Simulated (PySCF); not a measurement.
SMILES [SiH2](O[SiH3])Cl, PBE/def2-SVP optimised geometry.

```
9

Si     1.66    -0.78     0.00
O     -0.02    -0.78     0.00
Si    -1.35     0.21     0.00
Cl    -0.76     2.21    -0.11
H      2.19    -0.18     1.27
H      2.19     0.00    -1.17
H      2.10    -2.21    -0.10
H     -2.11     0.03     1.28
H     -2.19    -0.09    -1.20
```

Density from PySCF with PBE/def2-TZVP at that geometry.

Minimum of the electron density along straight lines between bonded atoms, close to the bond critical point (lines longer than 1.1 times the sum of covalent radii, or with two minima, are not listed):

```tsv
bond	length / Å	ρ at the minimum / e bohr⁻³	∇²ρ there / e bohr⁻⁵	position (fraction from the first atom)
Si1–O2	1.683	0.123	…	0.41
O2–Si3	1.659	…	0.75	0.59
Si3–Cl4	2.085	0.095	…	0.37
Si1–H5	1.503	0.120	0.11	0.49
Si1–H6	1.503	0.120	0.11	0.49
Si1–H7	1.500	0.121	0.11	0.49
Si3–H8	1.497	0.123	0.09	0.49
Si3–H9	1.497	0.123	0.09	0.49
```

Q: Some entries are withheld; supply them.

A: 
- Si1–O2, ∇²ρ there / e bohr⁻⁵: 0.68
- O2–Si3, ρ at the minimum / e bohr⁻³: 0.131
- Si3–Cl4, ∇²ρ there / e bohr⁻⁵: 0.17
